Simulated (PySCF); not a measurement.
Converging As₂ in the basis (PBE0)

PySCF, UKS reference; singlet, unpaired electrons none; De to As + As without counterpoise correction.

```json
{"basis": "cc-pVTZ-PP", "relativity": "scalar-relativistic core potentials", "functions": "78", "Re (Å)": "2.087", "ωe (cm⁻¹)": "462", "De (eV)": "3.67"}
{"basis": "x2c-TZVPPall", "relativity": "spin-free X2C", "functions": "96", "Re (Å)": "2.086", "ωe (cm⁻¹)": "463", "De (eV)": "3.69"}
{"basis": "def2-TZVPPD", "relativity": "no relativity", "functions": "108", "Re (Å)": "2.088", "ωe (cm⁻¹)": "468", "De (eV)": "3.78"}
```

Q: How does each smaller set differ from the one with most functions, def2-TZVPPD?

A: cc-pVTZ-PP: -0.1 pm, -1.3 % in ωe, -0.11 eV in De; x2c-TZVPPall: -0.2 pm, -1.1 % in ωe, -0.09 eV in De. All at PBE0; the set with most functions is neither the basis-set limit nor always the best. The rows treat relativity differently, so the differences are not basis effects alone.
